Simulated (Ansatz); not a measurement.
Ideal-gas functions of `[CH2][GeH3]` radical at 800 K and 1 bar, from an Ansatz frequency run at PBE0-D4/def2-TZVP.

Molar mass 89.66 g/mol, point group Cs (symmetry number 1), electronic degeneracy 2, moments of inertia 8.007, 52.964, 54.733 u Å². Harmonic wavenumbers (cm⁻¹, unscaled): 34, 479, 495, 594, 653, 798, 845, 877, 891, 1383, 2122, 2152, 2157, 3153, 3260.

Use S(trans) = R[1.5 ln M + 2.5 ln T − 1.1517]; rotational temperatures θ = 24.2544 K / I; S(rot) = R[ln(√π/σ · √(T³/θAθBθC)) + 1.5]; for each mode x = 1.438777 ν̃/T, S = R[x/(eˣ − 1) − ln(1 − e⁻ˣ)] and H = RT x/(eˣ − 1); 1 cm⁻¹ = 0.0119627 kJ/mol; R = 8.31446 J/(mol·K).

Problem. By hand: the entropy, in J/(mol·K).

Solution. Translation 185.4. Rotation: θ = 3.0291, 0.4579, 0.4431 K, giving 102.6. Vibration, mode by mode: 31.55, 9.81, 9.55, 8.15, 7.44, 5.99, 5.59, 5.34, 5.23, 2.60, 0.90, 0.86, 0.85, 0.19, 0.16, in all 94.2. Electronic 5.8. Sum 388.0 J/(mol·K).

Problem. By hand: H − E and G − E in kJ/mol, counted from the electronic energy.

Solution. Zero-point energy ½ × 19893 × 0.0119627 = 119.0; thermal vibration 36.6; translation, rotation and pV give 4 RT = 26.6. H − E = 182.2 kJ/mol, and G − E = 182.2 − 800 × 388.0/1000 = -128.2 kJ/mol.

Vibration gives 24 % of the entropy, 31.6 J/(mol·K) of it from the mode under 150 cm⁻¹: soft modes count most, and the harmonic formula is weakest for them.
